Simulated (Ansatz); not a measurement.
The molecule MgS, closed-shell singlet (the spin of the measured ground state).

Constants: fifth-degree fit in 1/R to seven points, most abundant isotopes. In def2 and cc sets the state is the lowest found near the PBE0 minimum, followed along R. The singlet is held restricted.

The values were computed with Ansatz (a first-principles code) with Gaussian orbitals. Values without a source in brackets are computed.

Energies at BHLYP/def2-TZVPP:

```tsv
R (Å)	E (hartree)
1.986457	-598.24599590
2.039857	-598.25050102
2.088984	-598.25258456
2.144520	-598.25302565
2.200055	-598.25185570
2.264134	-598.24897873
2.338893	-598.24413346
```

### Question
With a reduced mass of 13.7043 u, find the minimum, the force constant and the constants.

### Answer
A fifth-degree polynomial in 1/R puts the minimum at r_e = 2.1301 Å with force constant 242 N/m. Then ω_e = (1/2πc)√(k/μ) = 547 cm⁻¹ and B_e = h/(8π²cμr_e²) = 0.2711 cm⁻¹; the cubic and quartic terms give α_e = 0.0017 and ω_e x_e = 2.8 cm⁻¹.
